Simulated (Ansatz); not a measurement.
Mulliken charges of CH5BFNO, SMILES `NC(O)BF` from ωB97M-V/def2-TZVPP in Ansatz (PBE0-D4/def2-TZVP geometry).

| atom | x (Å) | y (Å) | z (Å) | charge (e) |
| --- | --- | --- | --- | --- |
| N1 | -0.380 | 0.240 | 1.139 | -0.291 |
| C2 | -0.022 | -0.519 | -0.063 | 0.115 |
| O3 | 1.192 | -1.185 | 0.136 | -0.310 |
| B4 | 0.095 | 0.581 | -1.175 | 0.159 |
| F5 | -0.958 | 0.846 | -1.935 | -0.236 |
| H6 | 0.185 | 1.074 | 1.258 | 0.124 |
| H7 | -1.361 | 0.483 | 1.173 | 0.124 |
| H8 | -0.850 | -1.220 | -0.242 | 0.103 |
| H9 | 1.127 | -1.648 | 0.980 | 0.169 |
| H10 | 1.054 | 1.295 | -1.268 | 0.043 |

By hand: the dipole of these point charges (1 e Å = 4.8032 D).

Σ q r = (-0.018, -0.025, 0.277) e Å, of length 0.279 e Å = 1.34 D.

How does the dipole of the full density compare? (An estimate is asked.)

Computed: (-0.215, 0.057, 0.287) e Å, 1.74 D; the point charges give 0.77 times that, at 36° from its direction.

Point charges leave out the atoms' own dipoles, such as those of lone pairs, and Mulliken's split depends on the basis, so the two needn't agree.
